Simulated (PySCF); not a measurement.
SZn, SMILES [S]=[Zn]. Atoms are numbered in the order given.

```xyz
2

Zn     0.0000     0.0000    -0.7152
S      0.0000     0.0000     1.3410
```

Geometry: PBE0-D3(BJ)/def2-TZVP.

Two levels are set side by side: PBE/pcSseg-2 (PySCF) and PBE0/pcSseg-2 (PySCF). GIAO shifts against H2S (³³S) at the same level; non-relativistic, no solvent, atoms listed together averaged. Differences are taken from unrounded values.

| quantity | PBE0 | PBE | PBE minus PBE0 |
|---|---|---|---|
| δ(³³S) of S2 (ppm) | 1795.8 | 2333.7 | 537.9 |

Rough cost on one machine, each run with all the roots and properties that it gave: PBE0 against PBE within a factor of 2.
